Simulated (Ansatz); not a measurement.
Input file for Ansatz (an electronic-structure program): R-PBE/def2-TZVPP on BiH3Te2 (SMILES [TeH][BiH][TeH]), a point of a torsion scan. Elements past Kr take the def2 small-core potentials; no spin–orbit coupling.

Ansatz 0.2 input:
```yaml
crystal:
  periodic: [false, false, false]
  atoms:
    - {symbol: Te, position_ang: [-2.27376149, -0.43509168, 1.06775339]}
    - {symbol: Bi, position_ang: [0.14167045, 1.01962612, 1.00108848]}
    - {symbol: Te, position_ang: [1.60898030, -1.22506627, 1.85336050]}
    - {symbol: H, position_ang: [-2.53292273, -0.18095247, -0.53580877]}
    - {symbol: H, position_ang: [0.36204688, 0.59227647, -0.73271651]}
    - {symbol: H, position_ang: [3.05803144, -0.48233473, 1.55563857]}
basis:
  gaussian:
    orbitals: def2-TZVPP
hamiltonian:
  xc: {name: PBE}
scf: {lower_state_search: off}
```

### Question
Predict the final total energy.

### Answer
-752.5431 hartree.
